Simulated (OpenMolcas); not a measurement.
Cu2+ with 4 ligands (chloride) in square-planar coordination (D4h). A charge of +0.5 e stands 2.8 Å behind each ligand. Ligand basis ANO-RCC-VDZP.

```json
{
  "Program": "OpenMolcas",
  "Method": "CASSCF",
  "Basis": "ANO-RCC-VDZP [5s4p2d1f]",
  "Scalar Hamiltonian": "DKH2, point nucleus",
  "Active space": "9 electrons in 5 orbitals (3d)",
  "State averaging": "2S+1 = 2 even, 5 roots",
  "Spin-orbit coupling": "state interaction with AMFI integrals over the reference wave functions"
}
```

All ligands move together. At R = 2.26 Å the first state of the same spin is 7030 cm-1, and at R = 2.33 Å it is 5751 cm-1.

**Question.** A third run gives 4593 cm-1. What distance was it run at?

**Answer.** With a power law R^-n the two known points give n = -ln(5751 / 7030) / ln(2.33 / 2.26) = 6.58. Then R = 2.26 × (7030 / 4593)^(1/6.58) = 2.411 Å. The run was at 2.41 Å, so the estimate is off by +0.001 Å.

Ligand-to-metal charge-transfer states are missing. With metal d orbitals alone and no dynamic correlation the field as a rule comes out too small, by tens of per cent, by up to half for chloride and softer ligands, and the orbital part of g and χT, which goes as 1/10Dq, too large. No measured value stands beside these numbers; the geometry is a model, was not optimised and need not be the one that this ion takes.
